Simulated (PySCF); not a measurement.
**Dipole response of Cu⁻ (copper, charge -1)**

[Ar] 3d10 4s2, closed-shell 1S. All numbers are calculated (PySCF 2.14, a scalar-relativistic core potential, in aug-cc-pwCVDZ-PP with ECP10MDF (6s6p5d3f, 70 functions)). Coupled (time-dependent) response in atomic units; α is the mean over directions. A double-zeta set is small for polarisabilities.

```csv
method,mean α (bohr³),C₆ (like pair),S(−4)
UHF,346.8,6161,81210
LC-wPBE,220.2,3190,33160
```

S(−4) is the Cauchy moment in α(ω) = α(0) + S(−4) ω² + …

α(iu) at UHF:

```csv
u (hartree),α(iu) (bohr³)
0,346.8
0.0500,221.1
0.100,111.0
0.200,41.57
0.300,22.02
0.500,9.712
0.750,5.185
1.00,3.435
1.50,2.049
2.00,1.470
3.00,0.9216
5.00,0.4697
```

A single London oscillator, α(iu) = α/(1 + u²/ω²), gives C₆ = (3/4) ω α². Matching the computed C₆ needs ω = 4 × 6161 / (3 × 346.8²) = 0.0683 hartree.

For an ion, C₆ is the dispersion term alone; charge-induced terms of lower order in 1/R come first.

Energies and moments cover only the electrons outside the core potential.
